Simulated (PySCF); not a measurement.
Computed shifts of a molecule C6H8, PBE/pcSseg-1 (PySCF), GIAO, gas phase, equivalent atoms averaged, in ppm (number of nuclei): ¹³C: 94.2 (1), 67.6 (1), 29.2 (1), 22.1 (2), 13.4 (1). ¹H: 1.79 (1), 1.57 (3), 1.19 (2), 0.80 (2). References: ¹³C against TMS (σ = 182.0 ppm); ¹H against TMS (σ = 31.49 ppm), references at their B3LYP-D3(BJ)/def2-TZVP geometries, non-relativistic. Coordinates come from a ωB97X-D3(BJ)/def2-SVP optimisation. Other conformers were not sampled.

Which molecule gave these data?
A) C#CC1CCC1
B) C#C[C@H](C)C=C
C) C#CC1(C)CC1
D) C=C=C1CCC1

C, C#CC1(C)CC1
